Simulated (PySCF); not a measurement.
## EPR parameters of [C7H7FS]+

Species: C7H7FS (charge +1 and doublet state).
Atom-mapped SMILES: `[CH3:1][C+:2]=[C:3][CH2:4][CH2:5][C:6]([F:7])=[C:8]=[S:9]` (hydrogens: H10, H11, H12 on C1; H13, H14 on C4; H15, H16 on C5)

Structure used (GFN2-xTB), in Å, numbered top down from 1:
```
atom  x, y, z in Å
C1     2.9374   -0.0873    1.2545
C2     1.8397    0.3121    0.4382
C3     0.9235    0.6648   -0.2730
C4    -0.1869    1.0411   -1.0995
C5    -1.2855   -0.0684   -1.1599
C6    -1.8838   -0.2684    0.1808
F7    -1.0914   -0.8557    1.0778
C8    -3.0940    0.1570    0.5389
S9    -4.5277    0.6133    0.8638
H10    3.1098    0.6345    2.0521
H11    2.7277   -1.0643    1.6960
H12    3.8381   -0.1863    0.6455
H13   -0.6213    1.9800   -0.7463
H14    0.1667    1.1814   -2.1254
H15   -0.8106   -1.0004   -1.4755
H16   -2.0493    0.2230   -1.8791
```

The hyperfine couplings belong to this conformer and change with its torsions.

The calculation used UKS B3LYP, pcH-1 on C F H S, non-relativistic, mean-field spin-orbit, GIAO in PySCF. Isolated species at its GFN2-xTB geometry (one conformer only). A GFN2-xTB geometry isn't a minimum of the functional, and hyperfine couplings can be far from their values at a DFT geometry, by a factor of two or more for some ions and for spin on atoms past the first row. The SCF solution wasn't tested for stability.

| Property | Result |
| --- | --- |
| g1, g2, g3 | 1.99676, 2.00251, 2.00971 |
| g_iso | 2.00299 |
| Form of g | rhombic: the two nearest values differ by 44 % of g3 − g1 |
| ⟨S²⟩ | 0.7547 (exact 0.7500) |
| Total energy | -768.60640 Eh |

Hyperfine couplings atom by atom, in MHz; T1 to T3 are the principal values of the dipolar part; ρ(0) is the spin density at the nucleus:

| atom | isotope | a_iso | of which spin–orbit | T1 | T2 | T3 | Mulliken spin population | ρ(0) (bohr⁻³) |
| --- | --- | --- | --- | --- | --- | --- | --- | --- |
| C1 | 13C | -5.6 | 0.0 | -1.5 | -0.7 | 2.2 | -0.01 | -0.0050 |
| C2 | 13C | 4.9 | 0.1 | -13.5 | -12.0 | 25.5 | 0.14 | 0.0042 |
| C3 | 13C | -2.4 | 0.1 | -11.1 | -7.5 | 18.6 | 0.09 | -0.0022 |
| C4 | 13C | 9.9 | 0.0 | -5.7 | -5.2 | 10.9 | 0.02 | 0.0088 |
| C5 | 13C | -5.3 | 0.1 | -4.3 | -3.7 | 8.0 | 0.00 | -0.0048 |
| C6 | 13C | 18.3 | -0.1 | -25.5 | -23.7 | 49.3 | 0.26 | 0.0164 |
| F7 | 19F | 77.4 | 1.8 | -153.9 | -138.5 | 292.4 | 0.05 | 0.0180 |
| C8 | 13C | -17.0 | -0.6 | -14.4 | -2.7 | 17.2 | 0.01 | -0.0146 |
| S9 | 33S | 7.5 | -0.7 | -38.5 | -31.4 | 69.9 | 0.38 | 0.0236 |
| H10 | 1H | 1.7 | 0.0 | -1.2 | -0.7 | 1.9 | 0.00 | 0.0004 |
| H11 | 1H | 39.7 | 0.0 | -1.9 | -0.5 | 2.5 | 0.01 | 0.0089 |
| H12 | 1H | 23.4 | 0.0 | -1.7 | -0.9 | 2.6 | 0.01 | 0.0052 |
| H13 | 1H | -2.9 | 0.0 | -3.0 | 0.0 | 3.0 | 0.00 | -0.0006 |
| H14 | 1H | 45.8 | 0.0 | -2.5 | -1.8 | 4.3 | 0.02 | 0.0102 |
| H15 | 1H | 22.1 | 0.0 | -2.3 | -1.1 | 3.3 | 0.01 | 0.0049 |
| H16 | 1H | 6.3 | 0.0 | -2.5 | -0.8 | 3.3 | 0.00 | 0.0014 |

The largest Mulliken spin populations are on S9 (+0.38), C6 (+0.26), C2 (+0.14) and C3 (+0.09).

C3, the radical centre as drawn in `C[C+]=[C]CCC(F)=C=S`, holds a spin population of +0.09 out of 1.

Axes: g1 points within 7° of the C6–C8 bond.

Under fast tumbling the dipolar parts average out, and these isotropic splittings remain: 1 × 19F (F7, I = 1/2, 2 lines) with 2.76 mT, 3 × 1H (H10/H11/H12, I = 1/2, 4 lines) with 0.77 mT, 2 × 1H (H13/H14, I = 1/2, 3 lines) with 0.77 mT and 2 × 1H (H15/H16, I = 1/2, 3 lines) with 0.51 mT.

Nuclei that the bonding pattern makes equivalent are averaged, as if the motion that swaps them (rotation, inversion, ring flip) were fast. The three 1H nuclei of mean +21.6 MHz run from 1.7 to 39.7 MHz in the frozen geometry. The 1H value of +21.5 MHz is a mean of couplings from -2.9 to 45.8 MHz in this one geometry, not an average over conformers. The 1H value of +14.2 MHz is a mean of couplings from 6.3 to 22.1 MHz in this one geometry, not an average over conformers.

The 13C coupling of C6 (18.3 MHz) shows only in satellite lines or after enrichment, since that isotope makes up about 1.07 % of natural carbon.

The 33S coupling of S9 (7.5 MHz) shows only in satellite lines or after enrichment, since that isotope makes up about 0.76 % of natural sulfur.
